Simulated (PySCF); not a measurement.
## MMg anions for M along the chalcogens

MP2 with double-zeta basis sets in PySCF, for the lowest determinant that a PBE0 search found; no spin–orbit coupling. De refers to high-spin ground-configuration atoms (the charge goes to the atom of lower measured ionisation energy or higher electron affinity, which is not always the lowest computed limit).

```csv
M,basis,"reference, frozen orbitals",charged atom,state (unpaired electrons),Re (Å),ωe (cm⁻¹),De (eV)
S,aug-cc-pVDZ/aug-cc-pV(D+d)Z,"UHF, 6",S−,doublet (σ ↑),2.250,481,n/a
Se,aug-cc-pVDZ/aug-cc-pVDZ-PP,"UHF, 5",Se−,doublet (σ ↑),2.362,394,n/a
Te,aug-cc-pVDZ/aug-cc-pVDZ-PP,"UHF, 5",Te−,doublet (σ ↑),2.567,339,n/a
```

The shortest bond is that of MgS⁻ (2.250 Å), the longest that of MgTe⁻ (2.567 Å).

Down a group the atoms grow and get heavier, so bonds lengthen and wavenumbers fall; this series shows no clear exception.

Correlated steps freeze the inner cores (5 to 6 orbitals); shallow outer-core shells are correlated. Spin–orbit coupling is left out, which matters for elements this heavy, above all for dissociation energies. States were picked by a PBE0 search and need not be the measured ground states.
